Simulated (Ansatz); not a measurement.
System: SnCl, charge 1, multiplicity 1. 
Coordinates optimised at B3LYP-D3(BJ)/def2-TZVP (Ansatz, an electronic-structure program):
```
Sn
Cl 1 2.2799
```
Charge +1, spin multiplicity 1.

Basis-set convergence of Hartree-Fock and CCSD correlation energies (hartree) with Ansatz. Valence correlation only, unless marked. No spin-orbit coupling. The frozen core is the preceding noble-gas configuration, with the filled d and f shells of earlier blocks. In def2 rows, elements after Kr have scalar-relativistic effective core potentials.

```
basis        functions       E(HF)  E(corr, CCSD)
-----------  ---------  ----------  -------------
def2-SVPD           59  -672.50828       -0.21150
def2-TZVPPD        107  -672.66785       -0.26661
def2-QZVPPD        167  -672.68193       -0.28676
```

Extrapolating the two largest sets (X = 3 and 4) as X^-3: E(corr) = (64·(-0.28676) - 27·(-0.26661))/37 = -0.3015 Eh, an estimate of the basis-set limit. The largest set recovers 95.1 % of it, the smallest 70.2 %.
